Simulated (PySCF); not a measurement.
# Dipole response of Hg³⁷⁺ (mercury, charge +37)

[Kr] 4d7, high-spin 4F determinant. Calculation: PySCF 2.14, in an uncontracted even-tempered set (18 s from 3.5 bohr⁻², ratio 2.5; 12 p from 4.6 bohr⁻², ratio 2.5; 9 d from 4.6 bohr⁻², ratio 2.5; 4 f from 23 bohr⁻², ratio 2.7; 3 g from 34 bohr⁻², ratio 2.7); no relativity, point nucleus. Coupled (time-dependent) response in atomic units; α is the mean over directions.

```
method  mean α (bohr³)  C₆ (like pair)      S(−4)
  PBE0         0.02843        0.008511  0.0003135
```

S(−4) is the Cauchy moment in α(ω) = α(0) + S(−4) ω² + …

Spin-orbit coupling is absent.

α(iu) at PBE0:

```csv
u (hartree),α(iu) (bohr³)
0,0.02843
1.00,0.02812
2.00,0.02726
4.00,0.02453
6.00,0.02149
8.00,0.01876
10.0,0.01647
15.0,0.01237
20.0,0.009771
30.0,0.006786
50.0,0.004158
```

For an ion, C₆ is the dispersion term alone; charge-induced terms of lower order in 1/R come first.

A non-relativistic calculation at this Z misses sizeable relativistic shifts. Spin-orbit coupling is strong in this species (close to jj coupling), so the high-spin LS determinant is a model state, not a physical level.
